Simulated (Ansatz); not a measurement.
The cluster Sn₃S₃. Charge 0, multiplicity 5. Geometry r2SCAN-D4/def2-SVP; atoms count from 1.

```xyz
6

Sn   -1.998   -0.233    1.167
Sn    2.183   -0.955    0.874
Sn    0.323    0.058   -1.517
S    -0.222   -1.849    0.063
S     1.338    1.504    0.243
S    -1.623    1.476   -0.829
```

In the def2 sets Sn takes a core potential; there is no spin–orbit coupling. At PBE0-D4/def2-TZVP a singlet of charge 0 lies 4.22 eV below the quintet, each at its own geometry. The structure comes from a short search, and lower isomers may exist.

(1) Estimate the Mulliken populations from the PBE0/def2-TZVP orbitals of Ansatz.

(2) Where does the spin sit?

(3) And the Mayer bond orders between bonded heavy atoms (over 0.3)?

Results:

(1) 
| atom | charge (e) | spin (α − β) |
| --- | --- | --- |
| Sn1 | 0.25 | 1.07 |
| Sn2 | 0.26 | 0.91 |
| Sn3 | 0.51 | 0.29 |
| S4 | -0.41 | 0.23 |
| S5 | -0.30 | 0.69 |
| S6 | -0.31 | 0.80 |
Mulliken values and Mayer orders depend strongly on the basis.

(2) Summed by element: Sn 2.27, S 1.73, of 4 unpaired in all. Largest on single atoms: Sn1 1.07, Sn2 0.91, S6 0.80.

(3) Sn1–S4 0.63 (2.64 Å); Sn1–S6 0.63 (2.65 Å); Sn2–S4 0.63 (2.69 Å); Sn2–S5 0.67 (2.68 Å); Sn3–S4 0.81 (2.54 Å); Sn3–S5 0.88 (2.49 Å); Sn3–S6 0.89 (2.50 Å). Values over 0.3 also appear between atoms too far apart for a bond (S5–S6 0.36 at 3.15 Å); they arise where an orbital or an unpaired electron spreads over both atoms.
